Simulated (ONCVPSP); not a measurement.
**Gd (Z = 64): one change to an ONCV potential, before and after**

* Element: gadolinium (Gd)
* Generator: ONCVPSP 4.0.1
* Type: optimised norm-conserving Vanderbilt (ONCV)
* Functional: PBE
* Relativity: scalar-relativistic
* Frozen core: [Kr] 4d10
* Valence charge: 18
* Reference configuration: 4f7 5s2 5p6 5d1 6s2
* Partial waves: 5s+6s: rc 1.75 bohr, ncon 3, nbas 8, qcut 5.7 1/bohr, 2 projectors; 5p: rc 2.25 bohr, ncon 4, nbas 7, qcut 5 1/bohr, 3 projectors, debl 3.9 Ha; 5d: rc 3.10 bohr, ncon 3, nbas 8, qcut 5.9 1/bohr, 1 projector; 4f: rc 1.35 bohr, ncon 5, nbas 10, qcut 10.7 1/bohr, 1 projector
* Local potential: polynomial inside 0.95 bohr (lpopt 5, dvloc0 2 Ha)
* Core correction: Teter function, fcfact 2, rcfact 1.15

All-electron outer shells of the reference configuration (PBE, scalar-relativistic, ld1.x):

| shell | level (eV) | outermost node (bohr) | outermost maximum (bohr) |
| --- | --- | --- | --- |
| 4d | -147.72 | 0.27 | 0.56 |
| 5s | -49.74 | 0.65 | 1.20 |
| 5p | -27.26 | 0.70 | 1.35 |
| 4f | -8.70 | – | 0.56 |
| 6s | -4.13 | 1.60 | 3.37 |
| 5d | -2.53 | 0.79 | 1.95 |

Change: p: rc 3.08. In the p channel the program set the typed energies aside and used -1.002, 0.050, 3.950 Ha.

Cutoffs: the cutoffs (Ha) at which the residual kinetic energy of the hardest occupied pseudo-wave falls to 1 and 0.1 mHa per electron; they do not see the model core or the augmentation charge, which bear on the density cutoff. Errors are all-electron minus pseudo energies relative to the spin-unpolarised reference configuration.

**Question.** How do hardness, ghosts and transferability respond?

**Answer.** The potential gets neither clearly harder nor softer (159 Ha and 231 Ha → 159 Ha and 231 Ha); both files keep a bound ghost (s); the errors of the 3 common tests hardly move.

```csv
quantity,base,changed
"cutoff, loose",159 Ha,159 Ha
"cutoff, tight",231 Ha,231 Ha
loose cutoff by channel,"s 13 Ha, p 6.8 Ha, d 8.1 Ha, f 159 Ha","s 13 Ha, p 7.2 Ha, d 8.1 Ha, f 159 Ha"
bound ghosts,s,s
GHOST(+) flags under 300 eV,p at 207.2 eV,p at 112.2 eV
"tests counted as reliable (solved cleanly; for ONCVPSP, near-neutral configurations with less than one 5d electron left out)",3 of 4,3 of 4
"error for 4f7 5s2 5p6 5d1 6s1, meV [ΔE 6.65 eV]",-1.9,-1.9
"error for 4f7 5s2 5p6 5d1 6s0, meV [ΔE 18.75 eV]",-5.6,-5.8
"error for 4f8 5s2 5p6 5d1 6s0, meV [ΔE 4.08 eV]",+84,+94
s: phases at 1.78 bohr within 0.05 rad from the reference energy up to (Ha; the scan ends near 5),to the end of the scan,to the end of the scan
d: phases at 3.14 bohr within 0.05 rad from the reference energy up to (Ha; the scan ends near 5),0.8,0.8
f: phases at 1.37 bohr within 0.05 rad from the reference energy up to (Ha; the scan ends near 5),1.2,1.2
"rms error of d²Exc/dni dnj with the model core, mHa",4.35,4.35
```

 A true bound ghost makes a file unfit for plane-wave use even where its test errors are small: the radial tests pick states by their node count and pass the ghost by.
